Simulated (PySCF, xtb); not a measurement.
Mn(OH)2 (H2MnO2), SMILES [OH][Mn][OH] (connectivity only; charge and spin as stated), neutral, multiplicity 6. Other conformers were not sampled.

Harmonic wavenumbers (cm⁻¹) from GFN2-xTB in xtb 6.7.1 at its own minimum, in rising order: 87, 95, 436, 437, 446, 578, 586, 3768, 3771.

Problem. What does PBE-D3(BJ)/def2-TZVP (PySCF 2.14.0) give at its own minimum? (The exact figures need the calculation; the answer reports its results.)

Solution. 105, 107, 197, 505, 524, 607, 721, 3769, 3770. Paired by order, the mean absolute difference is 65 cm⁻¹ and the zero-point energies are 14.6 and 14.7 kcal/mol.
